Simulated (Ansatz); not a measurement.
Born–Oppenheimer molecular dynamics of C3H9AlO2 (15 atoms, charge 0, multiplicity 1). It starts from a relaxed structure.

All numbers below come from Ansatz 0.2.0, UKS PBE0-D4/STO-3G.

```yaml
ensemble: NVT, Langevin thermostat
time_step: 0.5 fs
steps_asked: 107
set_temperature: 300 K
friction: 0.05 /fs
seed: 660376
```

First frame:

```xyz
15
Properties=species:S:1:pos:R:3
C -0.077 0.618 2.460
Al 0.133 1.232 0.661
O 1.262 0.307 -0.363
C 0.308 -0.610 -0.789
C 0.256 -0.865 -2.326
O -1.004 0.090 -0.353
H 0.552 1.179 3.158
H -1.106 0.737 2.818
H 0.181 -0.438 2.592
H -0.049 2.675 0.317
H 0.295 -1.606 -0.259
H 0.163 0.085 -2.865
H -0.590 -1.515 -2.583
H 1.187 -1.358 -2.634
H -1.533 -0.581 0.195
```

Q: How far do the bonds stretch over the last three quarters of this one trajectory? (Pairs bonded in most of those frames.)

A: 
```csv
bond,mean (Å),spread (Å),shortest,longest
C1–Al2,1.934,0.030,1.88,1.97
C1–H7,1.097,0.018,1.07,1.14
C1–H8,1.101,0.023,1.06,1.14
C1–H9,1.101,0.034,1.04,1.17
Al2–O3,1.809,0.048,1.73,1.88
Al2–C4,2.401,0.029,2.34,2.43
Al2–O6,1.947,0.029,1.88,1.98
Al2–H10,1.501,0.018,1.47,1.55
O3–C4,1.387,0.014,1.36,1.41
C4–C5,1.570,0.015,1.55,1.60
C4–O6,1.567,0.031,1.52,1.61
C4–H11,1.132,0.018,1.09,1.16
C5–H12,1.098,0.015,1.06,1.13
C5–H13,1.100,0.037,1.04,1.16
C5–H14,1.104,0.027,1.05,1.14
O6–H15,1.018,0.041,0.94,1.09
```

Mean temperature of the second half: 294 K. A run of 0.053 ps of so small a system gives no equilibrium averages. Limits of this set-up: minimal basis.

The run took 7.8 min on 1 thread of Arm Neoverse V2, on a shared host, peak memory 0.16 GiB.
